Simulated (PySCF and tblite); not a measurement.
Values are calculated unless marked as measured or tabulated.
C₇H₁₁F, numbered as in [F:1][CH:2]1[CH2:3][CH2:4][CH:5]=[CH:6][CH2:7][CH2:8]1.

Conformers came from 60 starts (ETKDG and KDG, MMFF94s, GFN2-xTB); geometries are GFN2-xTB. Free energies are PBE0-D3(BJ)/pcSseg-1 (IEF-PCM, acetonitrile) single points with GFN2-xTB rigid-rotor and vibrational terms (modes under about 100 cm⁻¹ blended into free rotors). Symmetry numbers and mirror images are counted. Conformers within 2.5 kcal/mol (GFN2-xTB free energy) were kept, 4 at most. Of two unlike H on one atom, a is the less shielded (PBE0/pcSseg-1 (IEF-PCM, acetonitrile)). Run with PySCF (density fitting) and tblite.

An NOE distance is ⟨r⁻⁶⟩^(−1/6) over all pairs of like atoms and, for the average, over conformers.

The 7-ring runs over atoms 2–3–4–5–6–7–8. Of a mirror pair one member is shown.

```tsv
conformer	shape	weight %
1	7-ring puckered (ring torsions 78, -62, 0, 62, -78, 68, -68°)	41.9
2	7-ring puckered (ring torsions 81, -30, -4, -33, 80, -41, -46°)	29.3
3	7-ring puckered (ring torsions -78, 65, 0, -65, 78, -62, 62°)	28.5
4	7-ring puckered (ring torsions -47, 65, -2, -17, -42, 90, -36°)	0.3
```

Task: Which H–H contacts under 3.5 Å would NOEs report (pairs on one atom left out) at 298.15 K?

Result: 
```json
{"pair": "H2 ··· H3a/H8a", "in 1 (Å)": "2.48", "in 2 (Å)": "2.38", "in 3 (Å)": "2.47", "in 4 (Å)": "2.47", "average (Å)": "2.45"}
{"pair": "H2 ··· H3b/H8b", "in 1 (Å)": "3.06", "in 2 (Å)": "2.71", "in 3 (Å)": "2.40", "in 4 (Å)": "3.03", "average (Å)": "2.68"}
{"pair": "H2 ··· H4b/H7b", "in 1 (Å)": "2.44", "in 2 (Å)": "3.00", "in 3 (Å)": "4.26", "in 4 (Å)": "2.90", "average (Å)": "2.72"}
{"pair": "H4a/H7a ··· H5/H6", "in 1 (Å)": "2.61", "in 2 (Å)": "2.76", "in 3 (Å)": "3.20", "in 4 (Å)": "2.99", "average (Å)": "2.76"}
{"pair": "H3b/H8b ··· H4a/H7a", "in 1 (Å)": "2.89", "in 2 (Å)": "2.65", "in 3 (Å)": "2.85", "in 4 (Å)": "2.42", "average (Å)": "2.79"}
{"pair": "H3a/H8a ··· H4b/H7b", "in 1 (Å)": "2.87", "in 2 (Å)": "2.71", "in 3 (Å)": "2.89", "in 4 (Å)": "2.65", "average (Å)": "2.82"}
{"pair": "H3a/H8a ··· H4a/H7a", "in 1 (Å)": "2.65", "in 2 (Å)": "2.83", "in 3 (Å)": "3.31", "in 4 (Å)": "3.04", "average (Å)": "2.82"}
{"pair": "H4b/H7b ··· H5/H6", "in 1 (Å)": "3.19", "in 2 (Å)": "2.75", "in 3 (Å)": "2.63", "in 4 (Å)": "2.62", "average (Å)": "2.83"}
{"pair": "H3b/H8b ··· H4b/H7b", "in 1 (Å)": "3.32", "in 2 (Å)": "2.83", "in 3 (Å)": "2.63", "in 4 (Å)": "3.00", "average (Å)": "2.88"}
```

Longer pairs under the limit may be missing.

Task: In a model where alignment follows shape alone (order matrix 0.0005 × (3G/tr G − 1)/2, G the second moments of the atom positions; splitting J + 2D), what are the one-bond C–H dipolar couplings D?

Result: H2 1.6 Hz (3.4 in conformer 1), H3a/H8a 0.4 Hz (-1.6 in conformer 1), H3b/H8b 1.2 Hz (3.5 in conformer 1), H4b/H7b 1.1 Hz (3.3 in conformer 1), H4a/H7a 0.3 Hz (-1.9 in conformer 1), H5/H6 -1.1 Hz (-0.9 in conformer 1).
